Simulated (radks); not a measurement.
The nuclear charge of the samarium ion Sm+ is varied continuously with 61 electrons held in [Xe] 4f6 6s1. All-electron calculation, Dirac Kohn-Sham, PBEsol, spin-unpolarised, spherical densities, finite nucleus; open shells fill j = l - 1/2 first; Fermi nuclear charge, rms radius 5.0819 fm. Program: a radial shooting solver on a logarithmic mesh with Libxc functionals. By the Hellmann-Feynman theorem dE/dZ = E(electron-nucleus)/Z, the electronic potential at the nucleus (averaged over a nucleus of fixed radius).

| Z | E (hartree) | E(electron-nucleus)/Z (hartree) | HOMO | e(HOMO) (eV) | <r> HOMO (bohr) |
|---|---|---|---|---|---|
| 61.5 | -10225.1854 | -407.155 | 4f5/2 | -2.500 | 1.120 |
| 62 | -10429.9846 | -412.037 | 6s1/2 | -8.405 | 3.902 |
| 62.5 | -10637.2198 | -416.903 | 6s1/2 | -11.993 | 3.601 |
| 63 | -10846.8881 | -421.770 | 6s1/2 | -15.959 | 3.361 |

The central difference of E at Z = 62 is -412.034 hartree, to compare with the third column; the second derivative is -9.74 hartree. No converged solution with all levels bound was reached at Z = 61.
